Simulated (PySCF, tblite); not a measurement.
Isomers of C5H9F3N (doublet state), one GFN2-xTB conformer each. Single-point energies are computed at B3LYP/pcH-1 (PySCF, gas phase, no added dispersion term), electronic only. GFN2-xTB treats the open shell by occupation alone, and not every SCF solution was tested for stability.

Question: Rank them by B3LYP/pcH-1 energy, lowest first (kJ/mol).
A. `[CH3:1][CH2:2][NH:3][CH2:4][C:5]([F:6])[CH:7]([F:8])[F:9]` (doublet state) with C1–C2–N3–C4 180°, C2–N3–C4–C5 171°, N3–C4–C5–F6 -39°, C4–C5–C7–F8 -64°
B. `[CH3:1][N:2][C:3]([CH3:4])([CH3:5])[C:6]([F:7])([F:8])[F:9]` (doublet state) with C1–N2–C3–C4 -143°
C. `[CH2:1][NH:2][C:3]([CH3:4])([CH3:5])[C:6]([F:7])([F:8])[F:9]` (doublet state) with H–C1–N2–C3 -41° and 167°, C1–N2–C3–C4 52°

Answer: C (0.0), B (21.2), A (85.8).

GFN2-xTB itself gives, in the same order: 8.4, 0.0, 68.2. GFN2-xTB puts C[N]C(C)(C)C(F)(F)F lowest instead; measured from each level's own lowest isomer, the values differ by up to 21.2 kJ/mol (C[N]C(C)(C)C(F)(F)F: 0.0 against 21.2).

What happens when harmonic zero-point energies from GFN2-xTB frequencies are added?

```
               SMILES  ZPE (kJ/mol)  electronic (kJ/mol)  with ZPE (kJ/mol)
[CH2]NC(C)(C)C(F)(F)F         355.6                  0.0                0.0
  C[N]C(C)(C)C(F)(F)F         354.7                 21.2               20.3
      CCNC[C](F)C(F)F         357.2                 85.8               87.4
```

The zero-point energies span 2.5 kJ/mol. The order is unchanged.
